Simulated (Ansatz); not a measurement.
Input for Ansatz (an electronic-structure program): R-CCSD(T)/cc-pV(D+d)Z on C2H7Al (SMILES C[CH2][AlH2]), a point of a torsion scan. Files ending in .json are basis or fitting sets from the Basis Set Exchange.

Ansatz 0.2 input:
```yaml
crystal:
  periodic: [false, false, false]
  atoms:
    - {symbol: C, position_ang: [-0.79856874, -0.65085937, 0.20349857]}
    - {symbol: C, position_ang: [-0.62238463, 0.85108257, -0.11232151]}
    - {symbol: Al, position_ang: [-1.49598773, 1.17605454, -1.88653146]}
    - {symbol: H, position_ang: [-1.00808620, -1.21766793, -0.71178869]}
    - {symbol: H, position_ang: [0.08081673, -1.07984218, 0.67903348]}
    - {symbol: H, position_ang: [-1.65047872, -0.80210868, 0.86459454]}
    - {symbol: H, position_ang: [-0.96357557, 1.45615311, 0.73612456]}
    - {symbol: H, position_ang: [0.45455631, 1.07338514, -0.18621482]}
    - {symbol: H, position_ang: [-1.94543509, -0.04883046, -2.73031126]}
    - {symbol: H, position_ang: [-1.76351742, 2.55471986, -2.54473146]}
basis:
  gaussian:
    orbitals: cc-pV_D+d_Z.json
magnetization: {spin_polarized: false}
correlation: {method: ccsd_t, electrons: outside_noble_gas}
scf: {lower_state_search: off}
```

It printed:

```
WARN ansatz: RAYON_NUM_THREADS=1 ignored (pool sized by the plan → 1); use --threads N
Functional definition: HF
these checks for a lower state are left out or cut short: stability, starts, cluster_reference, orbital_swaps, neighbouring_geometries, increment
integrals: 0.08 GiB planned
809 factors; integrals over basis functions are off by at most 1.2e-3 eV
mean field: 0.16 GiB planned
mean field evaluation 1: about -8752.0601 eV, gradient 2.6e1 eV
mean field evaluation 2: about -8752.0606 eV, gradient 2.6e1 eV
mean field evaluation 4: about -8754.1131 eV, gradient 2.7e0 eV
mean field evaluation 8: about -8754.1411 eV, gradient 3.3e-4 eV
mean field -8754.14114949 eV, -321.7087534736 hartree, gradient 2.5e-6 eV, S^2 0.000000; 0 other end points of the search recorded, 0 dependent functions left out
7 core orbitals not correlated
reference -8754.14114949 eV, -321.7087534736 hartree; 9, 9 occupied and 70, 70 virtual orbitals, 809 factors
second order -9.91518995 eV of doubles, -0.00000000 eV of singles
coupled cluster: 0.24 GiB planned
cycle   1  -10.86240557 eV  change   -9.5e-1 eV  update   7.1e-2
cycle   2  -11.22848116 eV  change   -3.7e-1 eV  update   2.2e-2
cycle   3  -11.25653269 eV  change   -2.8e-2 eV  update   6.1e-3
cycle   4  -11.25636398 eV  change    1.7e-4 eV  update   2.0e-3
cycle   5  -11.25637634 eV  change   -1.2e-5 eV  update   5.6e-4
cycle   6  -11.25627259 eV  change    1.0e-4 eV  update   1.7e-4
cycle   7  -11.25623562 eV  change    3.7e-5 eV  update   5.3e-5
cycle   8  -11.25623261 eV  change    3.0e-6 eV  update   1.9e-5
perturbative correction -0.29243027 eV, -0.0107466141 hartree
Total energy: -8765.68981236 eV, -322.1331590063 hartree
Checks for a lower state left out: stability, starts, cluster_reference, orbital_swaps, neighbouring_geometries, increment
```

Self-consistency was reached.

Cost: roughly 3 core-seconds.
